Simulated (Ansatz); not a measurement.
Molecule: sum formula CoSOH2, net charge 0, quartet state. The spin state was set by rule; other spins were not relaxed. 
Coordinates optimised at B3LYP-D3(BJ)/def2-TZVP (Ansatz, a first-principles code):
SMILES: [OH][Co][SH]
```xyz
5

Co     0.2664    -0.2709    -0.0820
O      1.4667    -1.5240    -0.4256
H      1.6379    -2.3482     0.0348
S     -1.1777     1.3210     0.2650
H     -1.7206     0.7182     1.3433
```
Charge 0, spin multiplicity 4.

Property: atomisation energy (electronic, to ground-state atoms), in kJ/mol. Correlated levels leave the core frozen unless marked. UHF or UKS for open shells. Spin-orbit coupling is left out. Frozen are the shells of the preceding noble gas and the d and f shells that filled before the atom's block. No relativistic terms. The coupled-cluster limit lacks core correlation, which all-electron functionals hold. CBS marks a two-point X^-3 extrapolation of the correlation energy; Hartree-Fock from the larger set. The bracket is a focal-point correction in the basis named.

```json
[
 {"level": "HF/STO-3G", "program": "Ansatz", "atomisation energy (kJ/mol)": "861.0", "minus last row": "-620.1"},
 {"level": "BLYP-D3(BJ)/def2-TZVPD", "program": "Ansatz + dftd3", "atomisation energy (kJ/mol)": "1497.8", "minus last row": "16.7"},
 {"level": "revPBE-D4/def2-TZVPD", "program": "Ansatz + dftd4", "atomisation energy (kJ/mol)": "1478.4", "minus last row": "-2.7"},
 {"level": "PBE0/def2-SVP", "program": "Ansatz", "atomisation energy (kJ/mol)": "1446.3", "minus last row": "-34.8"},
 {"level": "CAM-B3LYP-D3(BJ)/def2-TZVPD", "program": "Ansatz + dftd3", "atomisation energy (kJ/mol)": "1481.7", "minus last row": "0.6"},
 {"level": "CAM-B3LYP/def2-TZVPD", "program": "Ansatz", "atomisation energy (kJ/mol)": "1474.7", "minus last row": "-6.4"},
 {"level": "RI-MP2/CBS(def2-TZVPPD,def2-QZVPPD)+[CCSD(T)-MP2]/def2-SVPD", "program": "Ansatz", "atomisation energy (kJ/mol)": "1481.1", "minus last row": "0.0"}
]
```
